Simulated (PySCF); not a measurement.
Species: C6H7O2Se (charge -1).
Geometry (PBE0-D3(BJ)/def2-SVP, Å), atoms numbered from 1 in this order:
```xyz
16
C6H7O2Se angstrom
C      3.3248   -0.0191   -0.1323
Se     2.1024   -0.5444    1.2705
C      0.4469    0.1548    0.3183
O      0.5911    0.6732   -0.7718
C     -0.7096   -0.0683    1.0945
C     -2.0052    0.3049    0.7078
C     -2.4623    0.9356   -0.4351
C     -3.8563    1.2078   -0.5858
O     -4.4278    1.7544   -1.5224
H      2.6725    0.4468   -0.8927
H      3.8409   -0.8911   -0.5576
H      4.0614    0.7096    0.2340
H     -0.5704   -0.5645    2.0584
H     -2.7914    0.0537    1.4380
H     -1.7694    1.2303   -1.2263
H     -4.4654    0.8527    0.3024
```

Method used: PBE0-D3(BJ)/def2-SVP geometry optimisation, gas phase in PySCF 2.14.0.

Take the most abundant isotopes and a rigid rotor. The values belong to one conformer with, in the numbering `[CH3:1][Se:2][C:3](=[O:4])/[CH:5]=[CH:6]\[CH:7]=[CH:8]\[O-:9]`, C1–Se2–C3–O4 0°, Se2–C3–C5–C6 180°, C5–C6–C7–C8 180°.

Q: Give the principal moments of inertia and the rotational constants in MHz.

A: Ia = 117.67, Ib = 1347.71, Ic = 1462.12 u·Å²; 505379 MHz·u·Å²/I gives A = 4295, B = 375.0, C = 345.6 MHz.

Q: Classify the top.

A: A near-prolate asymmetric top; Ray's κ = -0.985.

Q: Is it planar, by Δ = Ic − Ia − Ib?

A: Not planar: Δ = Ic − Ia − Ib = -3.26 u·Å². For a rigid frame Δ = −2 Σ m c², so Σ m c² = 1.63 u·Å² lies off the ab plane, practically all of it from hydrogen. The atom farthest from that plane is 0.90 Å away.

Q: Give the other two planar moments, Paa and Pbb, and the rms extents of the mass along the axes.

A: Paa = Σ m a² = (Ib + Ic − Ia)/2 = 1346.08 and Pbb = Σ m b² = (Ia + Ic − Ib)/2 = 116.04 u·Å². With the mass M = 190.96 u, the rms extents √(P/M) along a, b and c are 2.65, 0.78, 0.09 Å.

Q: Which lines would a microwave search look for?

A: The dipole components (about the centre of mass, as the species is charged) are |μa| = 8.46 D, |μb| = 1.84 D, |μc| = 0.00 D; the mirror of this Cs structure is the ab plane, so μc vanishes by symmetry and there are no c-type lines. The squared components, which scale the intensities, stand as 1.00 : 0.05 (a : b). Some lines, for components of 0.1 D or more:

```
type  branch         J(Ka,Kc)    MHz  lower level (cm⁻¹)
   a       R  1(0,1) ← 0(0,0)    721               0.000
   a       R  2(1,2) ← 1(1,1)   1412               0.155
   a       R  2(1,1) ← 1(1,0)   1471               0.156
   a       R  3(1,3) ← 2(1,2)   2118               0.202
   a       R  3(2,2) ← 2(2,1)   2162               0.597
   a       R  3(2,1) ← 2(2,0)   2163               0.597
   a       R  3(1,2) ← 2(1,1)   2206               0.205
   b       Q  1(1,0) ← 1(0,1)   3949               0.024
   b       Q  2(1,1) ← 2(0,2)   3979               0.072
   b       Q  3(1,2) ← 3(0,3)   4023               0.144
   b       R  1(1,1) ← 0(0,0)   4640               0.000
   b       R  2(1,2) ← 1(0,1)   5332               0.024
   b       R  3(1,3) ← 2(0,2)   6008               0.072
   b       Q  3(2,1) ← 3(1,2)  11716               0.278
   b       Q  2(2,0) ← 2(1,1)  11759               0.205
   b       Q  2(2,1) ← 2(1,2)  11847               0.202
   b       Q  3(2,2) ← 3(1,3)  11891               0.273
   b       R  2(2,1) ← 1(1,0)  13230               0.156
   b       R  3(2,2) ← 2(1,1)  13921               0.205
   b       R  3(2,1) ← 2(1,2)  14010               0.202
   b       Q  3(3,0) ← 3(2,1)  19671               0.669
```

Q: Estimate the classical rotational partition function at 10 K, 50 K and 200 K.

A: Point group Cs, symmetry number σ = 1; q = (√π/σ)·√((kT/h)³/(ABC)), k/h = 20836.6 MHz/K: 7150 at 10 K, 79900 at 50 K, 639000 at 200 K.

No frequency check. No vibrational averaging or centrifugal distortion is included, and the geometry carries the error of its method. A rigid rotor knows nothing of internal rotation, which can split or shift real lines.
